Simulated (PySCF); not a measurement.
Species: CH9NOSi2.
Numbering: `[CH3:1][NH:2][SiH2:3][O:4][SiH3:5]` (hydrogens: H6, H7, H8 on C1; H9 on N2; H10, H11 on Si3; H12, H13, H14 on Si5)

Torsions of this conformer, `[CH3:1][NH:2][SiH2:3][O:4][SiH3:5]`: C1–N2–Si3–O4 -80°, N2–Si3–O4–Si5 47°.

The closed-shell ground state was solved at several levels (PySCF, density fitting, gas phase, non-relativistic). Geometry: PBE0-D3(BJ)/def2-SVP, one conformer, isolated molecule.

```csv
level,basis functions,total energy (Eh),HOMO (eV),LUMO (eV),gap (eV),dipole (D)
wB97X-D/def2-SVPD,183,-752.2129,-9.00,1.84,10.84,1.55
PBE0/pcSseg-1,144,-752.0875,-7.05,0.44,7.49,1.71
```

Question: What might PBE/pcSseg-2 (320 basis functions) give for the same quantities?

Answer: Total energy -752.1718 Eh, HOMO -5.75 eV, LUMO -0.75 eV, gap 5.00 eV, dipole 1.61 D.

Question: Over all these levels, which gives the widest orbital gap and which the narrowest?

Answer: wB97X-D/def2-SVPD (range-separated hybrid) has the widest, 10.84 eV, and PBE/pcSseg-2 (GGA) the narrowest, 5.00 eV. Functional and basis both differ between the two, so the spread mixes both effects.

Question: How far do the dipole and the HOMO energy spread over the levels?

Answer: The dipole runs from 1.55 to 1.71 D (mean 1.62 D) and the HOMO from -9.00 to -5.75 eV.

The pairwise dispersion term of wB97X-D wasn't added to the energies; at a given geometry it leaves orbitals and properties as they are.
